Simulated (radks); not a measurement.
Question: The mean radii <r> (bohr) of the occupied orbitals of an atom or ion are listed with their occupations. All-electron calculation, scalar-relativistic Kohn-Sham, SCAN, spin-unpolarised, spherical densities, finite nucleus; meta-GGA in the generalised Kohn-Sham scheme; Fermi nuclear charge, rms radius of each element as measured or else 0.836 A^(1/3) + 0.57 fm. Program: a radial shooting solver on a logarithmic mesh with Libxc functionals.

| orbital | occ. | <r> |
|---|---|---|
| 1s | 2 | 0.02666 |
| 2s | 2 | 0.1145 |
| 2p | 6 | 0.1003 |
| 3s | 2 | 0.3056 |
| 3p | 6 | 0.3039 |
| 3d | 10 | 0.2808 |
| 4s | 2 | 0.7152 |
| 4p | 6 | 0.7606 |
| 4d | 10 | 0.8565 |
| 5s | 1 | 1.602 |

Name the element and its charge.

Answer: Z = 54, xenon, charge +7: Xe7+ in [Kr] 4d10 5s1. The 1s radius gives Z: for a bare nucleus <r> = (2 gamma + 1)/(2Z) with gamma = sqrt(1 - (Z/c)^2), 0.02628 bohr for Z = 54, and screening makes it slightly larger (0.02666 here). The occupations add up to 47, and the charge is Z minus that.
